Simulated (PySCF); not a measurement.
**Ionisation energy of Tl²⁺ by level of theory**

Tl²⁺ [Xe] 4f14 5d10 6s1 (2S) → Tl³⁺ [Xe] 4f14 5d10 (1S), as a difference of total energies. Calculation: PySCF 2.14, in aug-cc-pwCVQZ-PP with ECP60MDF; a scalar-relativistic core potential. The calculations carry no spin-orbit coupling.

| method | ionisation energy (eV) |
| --- | --- |
| UHF | 28.158 |
| CAM-B3LYP | 30.111 |
| TPSS | 30.013 |
| B97-3 | 29.750 |

For comparison: 29.852 eV (measured; NIST Atomic Spectra Database, ionization energies).
